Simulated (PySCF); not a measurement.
# Electric field gradients and quadrupole coupling constants

C4H11ClOSi2.
Z-matrix (Å and degrees, PBE0-D3(BJ)/def2-SVP geometry), rows numbered from 1:
```
Si
O   1  1.6648
Si  2  1.6483  1  142.69
Cl  3  2.0835  2  107.88  1   -14.51
C   3  1.8643  2  111.01  1   103.43
C   5  1.5107  3  112.58  2  -178.93
C   6  1.4999  5  121.00  3  -155.43
C   7  1.5010  6   60.08  5   109.50
H   1  1.4888  2  107.47  3  -177.44
H   1  1.4933  2  110.15  3   -58.28
H   1  1.4913  2  110.49  3    62.86
H   3  1.4844  2  108.86  1  -130.82
H   5  1.1045  3  107.78  2    58.62
H   5  1.1044  3  107.86  2   -55.78
H   6  1.0955  5  113.86  3    59.39
H   7  1.0932  6  118.41  8   108.33
H   7  1.0939  6  117.47  8  -107.99
H   8  1.0942  6  117.89  7   107.73
H   8  1.0930  6  118.37  7  -108.33
```

Field gradients from the PBE0/pcSseg-1 density (PySCF, non-relativistic), principal values in atomic units, ordered |Vxx| ≤ |Vyy| ≤ |Vzz|:

| atom | Vxx | Vyy | Vzz |
| --- | --- | --- | --- |
| O2 | -0.3987 | -0.7165 | 1.1153 |
| Cl4 | -0.9301 | -1.1082 | 2.0383 |

Question: Find the asymmetry η = (Vxx − Vyy)/Vzz and the couplings χ = eQV/h (234.96 MHz × Q in barn × V in au), with Q(17O) = −0.0256 b, Q(35Cl) = −0.0817 b.

Answer: 
```tsv
atom	environment	nucleus	η	χzz (MHz)	χxx (MHz)	χyy (MHz)
O2	siloxane oxygen	17O	0.28	-6.71	2.40	4.31
Cl4	silicon-bound chlorine	35Cl	0.09	-39.13	17.86	21.27
```

The tensor is traceless: Vxx + Vyy + Vzz = 0.

Question: What is Vzz at Cl4 in SI units (1 au = 9.71736 × 10²¹ V/m²)?

Answer: 2.0383 au = 19.807 × 10²¹ V/m².

Question: And the gradient at the other heavy atoms, for which no coupling is worked out here?

Answer: 
```tsv
atom	environment	Vzz (au)	η
Si1	oxygen-bound silicon	0.603	0.04
Si3	chlorine-bound silicon	-0.721	0.99
C5	sp3 carbon bound to silicon	-0.085	0.72
C6	three-membered-ring carbon	0.191	0.54
C7	three-membered-ring carbon	0.184	0.30
C8	three-membered-ring carbon	0.180	0.31
```

Were the hydrogens deuterons (Q(2H) = 0.00286 b), χzz would run from 92 kHz (H10 and H11) to 206 kHz (H19 and H16).

Geometry: PBE0-D3(BJ)/def2-SVP, one conformer, isolated molecule. The basis is small and wasn't made for field gradients, so the couplings can be 20 % off.
